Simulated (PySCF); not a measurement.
# Ionisation energy of Mo¹⁸⁺ by level of theory

Mo¹⁸⁺ [Ar] 3d6 [3d3/2^4 3d5/2^2, M_J = 4] → Mo¹⁹⁺ [Ar] 3d5 [3d3/2^4 3d5/2^1, M_J = 5/2], as a difference of total energies. All numbers are calculated (PySCF 2.14, the two-component X2C-1e Hamiltonian, in an uncontracted even-tempered set (17 s from 1.9 bohr⁻², ratio 2.8; 12 p from 2.4 bohr⁻², ratio 2.8; 8 d from 2.4 bohr⁻², ratio 2.8; 4 f from 9.9 bohr⁻², ratio 3)). Correlated levels: [Ne] frozen; the 76 highest virtual spinors dropped. "Screened" scales the spin-orbit matrix elements by Boettger's factors to mimic the two-electron term; Breit and QED terms are absent.

```json
{"method": "GHF (spin-free)", "ionisation energy (eV)": "756.49"}
{"method": "GMP2 (spin-free)", "ionisation energy (eV)": "757.67"}
{"method": "GHF (screened spin-orbit)", "ionisation energy (eV)": "757.98"}
{"method": "GMP2 (screened spin-orbit)", "ionisation energy (eV)": "759.15"}
```

**Question.** How much does correlation contribute at GMP2 (screened spin-orbit)?

**Answer.** 759.15 − (757.98) = 1.17 eV, measured against GHF (screened spin-orbit).

Breit and QED terms and the two-electron picture change are absent.

The spin-free rows relax to the high-spin LS determinant and lack the spin-orbit shift.

The labels give the starting determinants; with spin-orbit coupling the two ends relaxed to ⟨J²⟩ = 20.02, ⟨L²⟩ = 6.46, ⟨S²⟩ = 5.72 and ⟨J²⟩ = 8.75, ⟨L²⟩ = 0.12, ⟨S²⟩ = 8.48.

For comparison: 758 ± 3 eV (theoretical estimate listed by NIST; NIST Atomic Spectra Database, ionization energies).
